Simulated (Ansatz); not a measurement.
Total energies of Sn₂₁H₃₁Br, a nanocrystal cut from the lattice of tin (1 of the caps Br) from Ansatz at BHLYP-D4/def2-TZVP, gas phase (1 Eh = 27.2114 eV = 2625.5 kJ/mol). The reference geometry is relaxed at r2SCAN-D4/def2-SVP.

Cartesian coordinates in Å:
```
Sn -0.798 4.406 -3.700
Sn -0.757 3.662 4.420
Sn -2.657 -0.565 3.821
Sn -1.690 1.768 -0.008
Sn 2.558 2.285 -1.483
Sn 1.634 -0.168 2.304
Sn 0.542 -1.862 -1.866
Sn 1.373 0.749 -5.597
Sn -0.385 -4.222 1.976
Sn 4.021 -4.123 0.352
Sn -1.357 3.978 1.700
Sn -2.707 2.835 -2.398
Sn 1.624 3.041 -4.012
Sn -3.631 0.233 1.319
Sn -2.388 1.665 5.497
Sn -0.202 -1.892 3.526
Sn -0.303 -1.176 -4.454
Sn -1.206 -3.689 -0.650
Sn 0.786 0.458 -0.297
Sn 3.073 -3.061 -2.056
Sn 2.091 -5.527 1.810
Br -3.787 4.747 1.889
H -1.388 4.922 -5.233
H -0.510 5.818 -2.761
H -1.083 5.171 5.175
H 0.905 3.305 4.656
H -3.775 -1.660 4.556
H 2.676 3.662 -0.450
H 4.131 1.591 -1.580
H 1.752 1.305 3.194
H 3.209 -0.861 2.274
H 0.807 1.171 -7.167
H 2.931 0.045 -5.790
H -1.517 -5.297 2.717
H 4.648 -2.849 1.317
H 5.331 -5.187 0.009
H -0.566 5.328 0.967
H -4.114 3.755 -2.040
H -3.181 1.538 -3.425
H 2.774 4.096 -4.753
H -5.059 1.167 1.510
H -4.026 -1.147 0.369
H -3.944 2.336 5.790
H -1.742 1.168 7.014
H 0.387 -2.333 5.091
H -1.921 -0.597 -4.398
H -0.304 -2.597 -5.428
H -2.822 -3.105 -0.715
H -1.159 -5.159 -1.549
H 4.199 -1.902 -2.657
H 2.984 -4.327 -3.221
H 2.697 -5.851 3.389
H 1.844 -7.049 1.042
```

```json
{"state": "charge 0 singlet", "geometry": "reference", "energy (Eh)": "-7092.27658"}
{"state": "charge 1 doublet", "geometry": "reference", "energy (Eh)": "-7091.98995"}
{"state": "charge -1 doublet", "geometry": "reference", "energy (Eh)": "-7092.32192"}
{"state": "free Sn atom (triplet)", "geometry": "–", "energy (Eh)": "-214.18811"}
{"state": "free Br atom (doublet)", "geometry": "–", "energy (Eh)": "-2574.10802"}
{"state": "free H atom (doublet)", "geometry": "–", "energy (Eh)": "-0.49854"}
```

In the def2 sets Sn takes a core potential; there is no spin–orbit coupling. Single mean-field runs in def2-TZVP are fitted with def2-universal-jkfit.

Question: Work out the vertical ionisation energy to the doublet.

Answer: E(charge 1 doublet) − E(charge 0 singlet) = -7091.98995 − (-7092.27658) = 0.28663 Eh = 7.80 eV. For comparison, −ε of the highest occupied level is 7.36 eV at this level, 0.44 eV less.

Question: Work out the vertical electron affinity, to the doublet.

Answer: E(charge 0 singlet) − E(charge -1 doublet) = -7092.27658 − (-7092.32192) = 0.04534 Eh = 1.23 eV. The basis lacks diffuse functions, which makes affinities too small.

Question: Give the fundamental gap IE − EA, the Mulliken electronegativity (IE + EA)/2 and the hardness (IE − EA)/2.

Answer: From the values in Eh: IE − EA = 0.28663 − 0.04534 = 0.24129 Eh = 6.57 eV; (IE + EA)/2 = 4.52 eV; (IE − EA)/2 = 3.28 eV. The HOMO–LUMO gap of the same run is 5.88 eV, 0.69 eV smaller than the fundamental gap.

Question: What is the binding energy per atom against free atoms?

Answer: Atoms: 21 × (-214.18811) + 1 × (-2574.10802) + 31 × (-0.49854) = -7087.51307 Eh. Binding: -7087.51307 − (-7092.27658) = 4.76351 Eh = 129.62 eV, or 2.45 eV for each of 53 atoms (no zero-point energy, no counterpoise term).
